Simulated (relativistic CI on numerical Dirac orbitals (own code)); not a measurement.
# Ni2+: M2,3 absorption edge

Computed with this model: Dirac-Coulomb-Breit CI, KLI orbitals optimised for each configuration, model QED, valence Slater integrals scaled by 0.9, multiplet model of core-to-valence dipole absorption; configurations [Ar] 3d8 → [Ne] 3s2 3p5 3d9; 10 K; Lorentzian 0.8 eV and Gaussian 0.3 eV FWHM. Energies are those of the free ion, without screening or charge transfer. The branching ratio is the share of the lower-energy edge in the whole absorption, uncertain by about 0.02 where the edges overlap. S is read from ⟨S²⟩ = S(S + 1).

Field parameters in Wybourne normalisation: D4h B²₀ = −7Ds, B⁴₀ = 21(Dq − Dt), B⁴₄ = 21√(5/14) Dq. The field is a parameter set, without covalency.

Computed curve for D4h, 10Dq = 9150, Ds = 3000, Dt = -160 cm⁻¹, scaled to 100 at the maximum (points under 2 are left out and the grid is thinned):

Energy (eV), Intensity and a bar:
```
     64.5        2.0 
     64.7        2.2 
     65.0        2.6 
     65.2        3.0 
     65.4        3.4 
     65.7        4.3 #
     65.9        5.2 #
     66.1        6.4 #
     66.4        9.3 ##
     66.6       12.7 ###
     66.8       18.1 #####
     67.1       28.7 ########
     67.3       35.0 ##########
     67.5       40.2 ############
     67.8       44.6 #############
     68.0       47.9 ##############
     68.2       55.5 ################
     68.4       66.3 ####################
     68.7       71.9 #####################
     68.9       66.4 ####################
     69.1       58.7 #################
     69.4       44.0 #############
     69.6       34.8 ##########
     69.8       29.5 ########
     70.1       26.6 ########
     70.3       24.9 #######
     70.5       22.7 ######
     70.8       17.2 #####
     71.0       14.0 ####
     71.2       12.2 ###
     71.5       11.9 ###
     71.7       13.0 ###
     71.9       15.6 ####
     72.2       23.3 #######
     72.4       30.2 #########
     72.6       36.2 ###########
     72.9       44.7 #############
     73.1       54.2 ################
     73.3       68.3 ####################
     73.6       90.0 ###########################
     73.8       98.1 ##############################
     74.0       99.6 ##############################
     74.3       81.9 #########################
     74.5       62.6 ###################
     74.7       46.5 ##############
     74.9       36.8 ###########
     75.2       31.2 #########
     75.4       27.0 ########
     75.6       20.9 ######
     75.9       13.1 ###
     76.1        9.7 ##
     76.3        7.5 ##
     76.6        5.5 #
     76.8        4.6 #
     77.0        4.0 #
     77.3        3.3 
     77.5        2.9 
     77.7        2.6 
     78.0        2.2 
     78.2        2.0
```

The ground state has S = 1.00, and the centroid lies at 71.51 eV.
